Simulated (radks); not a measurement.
Problem. All-electron atom: the caesium ion Cs3+ in [Kr] 4d10 5s2 5p4. Calculated with a radial shooting solver on a logarithmic mesh with Libxc functionals: Dirac Kohn-Sham, exchange-only LDA, spin-unpolarised, spherical densities, finite nucleus; open shells are shared between the two j in proportion to 2j + 1; Fermi nuclear charge, rms radius 4.8041 fm. Some entries of the table are withheld. Estimate them.

orbital     occ.  eigenvalue (hartree)  <r> (bohr)
1s1/2          2             -1314.058         (1)
2s1/2          2             -206.9508      0.1118
2p1/2          2             -194.8567         (2)
2p3/2          4             -181.9288         (3)
3s1/2          2             -43.82063      0.2992
3p1/2          2             -38.75644         (4)
3p3/2          4             -36.28044         (5)
3d3/2          4             -27.34360      0.2716
3d5/2          6             -26.81735      0.2753
4s1/2          2              -9.08969         (6)
4p1/2          2              -7.27096      0.7204
4p3/2          4              -6.76087      0.7483
4d3/2          4              -3.79682      0.8293
4d5/2          6              -3.71206      0.8397
5s1/2          2              -1.93761       1.673
5p1/2    1.33333              -1.45899       1.874
5p3/2    2.66667              -1.38510       1.946

Solution. 
(1) 1s1/2 <r> (bohr): 0.02613
(2) 2p1/2 <r> (bohr): 0.09407
(3) 2p3/2 <r> (bohr): 0.09996
(4) 3p1/2 <r> (bohr): 0.2890
(5) 3p3/2 <r> (bohr): 0.3008
(6) 4s1/2 <r> (bohr): 0.6948
